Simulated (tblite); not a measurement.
Compound: C₈H₈F₂.
Z-matrix (Å and degrees, GFN2-xTB geometry), rows numbered from 1:
```
F 
C   1  1.3690
C   2  1.5054  1  112.66
C   3  1.3500  2  120.74  1    -2.06
C   4  1.4360  3  124.35  2  -175.25
F   5  1.3584  4  114.15  3   147.16
C   5  1.3368  4  127.30  3   -33.03
C   7  1.4949  5  120.28  4    -6.03
C   8  1.4977  7  105.42  5    67.34
C   9  1.3351  8  121.92  7   -69.47
H   2  1.0976  1  106.69  3   121.42
H   2  1.0971  1  106.81  3  -121.94
H   4  1.0816  3  119.42  2    -2.65
H   7  1.0789  5  119.96  4   174.87
H   8  1.0873  7  111.05  5  -171.95
H   8  1.0942  7  109.90  5   -50.89
H   9  1.0803  8  117.95  7   110.78
H  10  1.0821  3  115.52  2    29.98
```

Computed values, GFN2-xTB/tblite, gas phase, harmonic and unscaled. Errors from tens to a few hundred cm⁻¹ against measured bands are possible. One conformer, not necessarily the lowest.

Harmonic wavenumbers (cm⁻¹): 49.2, 123.7, 169.4, 174.0, 236.7, 295.4, 332.9, 342.0, 421.2, 459.6, 495.6, 581.3, 592.4, 650.7, 779.8, 803.6, 854.8, 893.8, 896.0, 920.3, 960.9, 994.3, 1043.7, 1063.6, 1099.7, 1129.3, 1161.5, 1198.5, 1208.8, 1234.3, 1260.0, 1286.2, 1312.4, 1335.6, 1385.3, 1426.4, 1458.7, 1594.8, 1666.2, 1668.1, 2906.8, 2923.6, 2938.5, 3031.5, 3054.7, 3077.9, 3080.8, 3099.6.

A = 1866, B = 1061, C = 727.9 MHz; mass 142.059 u (most abundant isotopes); point group C1, symmetry number 1.

Question: What is the zero-point energy?

Answer: ½Σν̃ = 29837 cm⁻¹ = 85.31 kcal/mol.

Question: What is S at 200 K and 1 bar for an ideal gas of classical rigid rotors and harmonic oscillators?

Answer: Translation 38.81, rotation 28.60, vibration 14.68: S = 82.1 cal/(mol K).

Question: And Cp and H(200 K) − H(0)?

Answer: Cp = 26.34 cal/(mol K), of which vibrations give 18.39 (their classical limit is 48 R = 95.4); H(200 K) − H(0) = 3.29 kcal/mol without the zero-point energy, 1.70 from vibrations.

Question: What must be added to the electronic energy to get the Gibbs energy at 200 K and 1 bar?

Answer: ZPE + [H(200 K) − H(0)] − T·S = 85.31 + 3.29 − 16.42 = 72.18 kcal/mol.

Question: Blend soft modes into free rotors: weight 1/[1 + (100 cm⁻¹/ν̃)⁴] for the oscillator and the rest for a rotor with moment μB/(μ + B), μ = h/(8π²ν), B = 10⁻⁴⁴ kg m². What vibrational entropy results?

Answer: 13.90 cal/(mol K) in place of 14.68, which changes −T·S at 200 K by +0.16 kcal/mol.

Hindered rotation and anharmonicity are outside this model. Other conformers, if any are populated, would add a mixing term that is left out. The structure is chiral; the term R ln 2 for an equal mix with its mirror image is left out.
